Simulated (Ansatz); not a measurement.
B₇N₇H₂₀, a nanocrystal cut from zinc blende BN (hydrogen-capped), 34 atoms. Hardware: 2 threads of AMD EPYC 7R13 on a shared host and a share (18 GiB) of an NVIDIA H100 80GB HBM3.

Single mean-field runs in def2-TZVP are fitted with def2-universal-jkfit.

**Question.** How many basis functions does each of these Ansatz runs have, and roughly what does it cost? r2SCAN-D4/def2-TZVP, charge 0 singlet, energy, from earlier orbitals; PBE0-D4/def2-TZVP, charge 0 singlet, energy, from earlier orbitals; PBE-D4/def2-TZVP, charge 1 doublet at the geometry of the charge 0 singlet, energy, from earlier orbitals; PBE-D4/def2-TZVP, charge 0 triplet at the geometry of the charge 0 singlet, energy, from earlier orbitals; PBE0-D4/def2-TZVP, charge 0 triplet at the geometry of the charge 0 singlet, energy; PBE0-D4/def2-TZVP, charge 1 doublet at the geometry of the charge 0 singlet, energy; PBE-D4/def2-SVP, charge 0 singlet, relaxation, 4 steps; PBE0-D4/def2-SVP, charge 0 singlet, energy, from earlier orbitals; PBE-D4/def2-TZVP, charge 0 singlet, energy and forces, from earlier orbitals; PBE-D4/def2-SVP, charge 0 singlet, energy, from earlier orbitals; PBE0-D4/def2-TZVP, charge -1 doublet at the geometry of the charge 0 singlet, energy; PBE-D4/def2-TZVP, charge -1 doublet at the geometry of the charge 0 singlet, energy, from earlier orbitals.

**Answer.** Other jobs shared the machine, so times can vary by a factor of up to 3.

| run | functions | fitting or Cholesky vectors | wall time | peak host memory (GiB) |
| --- | --- | --- | --- | --- |
| PBE-D4/def2-TZVP, charge -1 doublet at the geometry of the charge 0 singlet, energy, from earlier orbitals | 554 | 1424 | 11 s | 1.1 |
| PBE-D4/def2-TZVP, charge 1 doublet at the geometry of the charge 0 singlet, energy, from earlier orbitals | 554 | 1424 | 13 s | 1.1 |
| PBE0-D4/def2-TZVP, charge 1 doublet at the geometry of the charge 0 singlet, energy | 554 | 1424 | 13 s | 1.2 |
| PBE0-D4/def2-TZVP, charge -1 doublet at the geometry of the charge 0 singlet, energy | 554 | 1424 | 15 s | 1.1 |
| PBE-D4/def2-TZVP, charge 0 triplet at the geometry of the charge 0 singlet, energy, from earlier orbitals | 554 | 1424 | 26 s | 1.2 |
| PBE-D4/def2-TZVP, charge 0 singlet, energy and forces, from earlier orbitals | 554 | 1424 | 32 s | 3.1 |
| PBE0-D4/def2-SVP, charge 0 singlet, energy, from earlier orbitals | 296 | 3442 | 33 s | 2.6 |
| PBE-D4/def2-SVP, charge 0 singlet, energy, from earlier orbitals | 296 | 3442 | 36 s | 1.2 |
| r2SCAN-D4/def2-TZVP, charge 0 singlet, energy, from earlier orbitals | 554 | 1424 | 41 s | 3.2 |
| PBE-D4/def2-SVP, charge 0 singlet, relaxation, 4 steps | 296 | 3442 | 44 s | 1.3 |
| PBE0-D4/def2-TZVP, charge 0 singlet, energy, from earlier orbitals | 554 | 1424 | 49 s | 3.4 |
| PBE0-D4/def2-TZVP, charge 0 triplet at the geometry of the charge 0 singlet, energy | 554 | 1424 | 56 s | 1.2 |
